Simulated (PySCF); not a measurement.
B(F)2(SeH) (BF2HSe), SMILES FB(F)[SeH].

The structure is a stationary point at PBE0-D3(BJ)/def2-SVP. The values are those of a single conformer.

Calculation: TDDFT-B3LYP/def2-SVPD (PySCF).

Vertical excitations. Isolated molecule, no solvent. State labels are in the subgroup Cs.

```csv
state,symmetry,energy (eV),λ (nm),f,main pairs
S1,A",5.80,214,0.013,HOMO→LUMO 92 %
S2,A",6.50,191,0.070,HOMO→LUMO+2 91 %
S3,A',6.56,189,0.136,HOMO→LUMO+1 92 %
S4,A",7.50,165,0.005,HOMO→LUMO+3 97 %
S5,A",7.77,159,0.001,HOMO→LUMO+4 94 %
S6,A',8.00,155,0.037,HOMO−1→LUMO 89 %
S7,A",8.01,155,0.004,HOMO−1→LUMO+1 85 %
S8,A',8.09,153,0.002,HOMO→LUMO+5 90 %
S9,A",8.69,143,0.045,"HOMO→LUMO+7 53 %, HOMO→LUMO+6 42 %"
S10,A',8.84,140,0.277,HOMO−1→LUMO+2 86 %
T1,A",5.37,231,0,HOMO→LUMO 86 %
T2,A',5.47,227,0,HOMO→LUMO+1 99 %
T3,A",6.19,200,0,HOMO→LUMO+2 83 %
T4,A',7.10,175,0,"HOMO−1→LUMO 71 %, HOMO−1→LUMO+2 21 %"
```
Triplets are in the Tamm–Dancoff approximation, which puts them higher than full response would, so one can lie above its singlet here.
